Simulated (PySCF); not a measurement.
SMILES [SiH2](CCl)Br, singlet, B3LYP/def2-SVP optimised geometry.

```
8

Cl     2.32    -0.97     0.00
C      0.51    -0.97     0.00
Si    -0.07     0.83     0.00
Br    -2.32     0.85    -0.01
H      0.16    -1.52     0.89
H      0.16    -1.52    -0.89
H      0.41     1.52     1.23
H      0.41     1.52    -1.22
```

Density from B3LYP/def2-TZVP (PySCF 2.14.0) at that geometry.

Minimum of the electron density along straight lines between bonded atoms, close to the bond critical point (lines longer than 1.1 times the sum of covalent radii, or with two minima, are not listed):

| bond | length / Å | ρ at the minimum / e bohr⁻³ | ∇²ρ there / e bohr⁻⁵ | position (fraction from the first atom) |
|---|---|---|---|---|
| Cl1–C2 | 1.814 | 0.170 | -0.19 | 0.58 |
| C2–Si3 | 1.892 | 0.121 | 0.16 | 0.61 |
| Si3–Br4 | 2.251 | 0.086 | 0.05 | 0.35 |
| C2–H5 | 1.099 | 0.277 | -0.95 | 0.65 |
| C2–H6 | 1.099 | 0.277 | -0.95 | 0.65 |
| Si3–H7 | 1.484 | 0.125 | 0.13 | 0.49 |
| Si3–H8 | 1.484 | 0.125 | 0.13 | 0.49 |
